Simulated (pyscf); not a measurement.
# H₂C=CH–O–SiH₃, singlet

Gas-phase minimum from PySCF at ωB97X-D3(BJ)/def2-SVP, one conformer. 

```
O
C 1 1.3553
C 2 1.3358 1 126.46
H 3 1.0917 2 119.56 1 -180.00
H 3 1.0947 4 117.69 2 179.99
H 2 1.0961 3 121.82 4 -0.01
Si 1 1.6832 2 125.64 6 -179.99
H 7 1.4833 1 105.43 2 179.94
H 7 1.4903 8 110.72 1 -119.30
H 7 1.4903 8 110.72 9 -121.39
```
Charge 0, spin multiplicity 1.

Properties at ωB97X-D3(BJ)/def2-SVP:

```
Quantity                                                                                                                                                                                                                                                 Value
---------------------------------------------------------------------------------------------------------------------  ---------------------------------------------------------------------------------------------------------------------------------------
Harmonic wavenumbers, unscaled                                                                                         130, 176, 186, 529, 707, 731, 745, 769, 873, 961, 972, 982, 1012, 1014, 1263, 1356, 1429, 1741, 2265, 2268, 2307, 3183, 3211, 3289 cm⁻¹
Zero-point energy                                                                                                                                                                                                                                45.9 kcal/mol
Rotational symmetry number                                                                                                                                                                                                                                   1
Entropy of this conformer at 298 K and 1 atm, rigid rotor and harmonic oscillator, modes under 100 cm⁻¹ raised to 100                                                                                                                          308.7 J/(mol K)
Dipole moment                                                                                                                                                                                                                                           0.53 D
```

Single-point totals, which compare only within one level (frozen core for MP2 and CC):

```json
[
 {"level": "ωB97X-D3(BJ)/def2-TZVP", "total energy (hartree)": "-444.68859"},
 {"level": "PBE/def2-TZVP", "total energy (hartree)": "-444.26302"},
 {"level": "r²SCAN/def2-TZVP", "total energy (hartree)": "-444.49295"},
 {"level": "B3LYP-D3(BJ)/def2-TZVP", "total energy (hartree)": "-444.65041"},
 {"level": "PBE0-D3(BJ)/def2-TZVP", "total energy (hartree)": "-444.30844"},
 {"level": "M06-2X/def2-TZVP", "total energy (hartree)": "-444.51855"},
 {"level": "ωB97M-D3(BJ)/def2-TZVP", "total energy (hartree)": "-444.68764"},
 {"level": "HF/def2-TZVPP", "total energy (hartree)": "-443.10497"},
 {"level": "MP2/def2-TZVPP", "total energy (hartree)": "-443.79182"},
 {"level": "CCSD/def2-TZVPP", "total energy (hartree)": "-443.83051"},
 {"level": "CCSD(T)/def2-TZVPP", "total energy (hartree)": "-443.85972"}
]
```

Soft torsions are taken as harmonic, which can shift the entropy by several J/(mol K). The CCSD(T) − MP2 part came from Ansatz, without density fitting, on the same reference.
